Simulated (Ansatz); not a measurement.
`Cc1ccccc1O` and `Cc1cccc(O)c1C` differ in one atom or group.

Ansatz, PBE0-D4/def2-TZVP geometries, multiplicity 1. Each molecule was computed in one conformer, which needn't be the lowest.

| property | `Cc1ccccc1O` |
| --- | --- |
| size of the dipole moment (PBE/def2-TZVPP) / D | 1.08 |
| LUMO energy (B3LYP/def2-TZVPP) / eV | -0.28 |
| size of the dipole moment (B3LYP/def2-TZVPP) / D | 1.06 |
| HOMO energy (PBE0/def2-TZVPP) / eV | -6.37 |
| HOMO–LUMO gap (PBE/def2-TZVPP) / eV | 4.37 |
| LUMO energy (PBE/def2-TZVPP) / eV | -0.97 |

Problem. What does the change do to each property? (Estimate.)

Solution. Ansatz gave: 
```
                                        property  `Cc1cccc(O)c1C`  shift
  size of the dipole moment (PBE/def2-TZVPP) / D             1.97   0.89
             LUMO energy (B3LYP/def2-TZVPP) / eV            -0.23   0.05
size of the dipole moment (B3LYP/def2-TZVPP) / D             1.98   0.92
              HOMO energy (PBE0/def2-TZVPP) / eV            -6.28   0.09
             HOMO–LUMO gap (PBE/def2-TZVPP) / eV             4.34  -0.03
               LUMO energy (PBE/def2-TZVPP) / eV            -0.91   0.06
```

Dipoles are sizes alone; their direction can turn.

B3LYP here is the variant with VWN-RPA as its local correlation; programs differ in this.
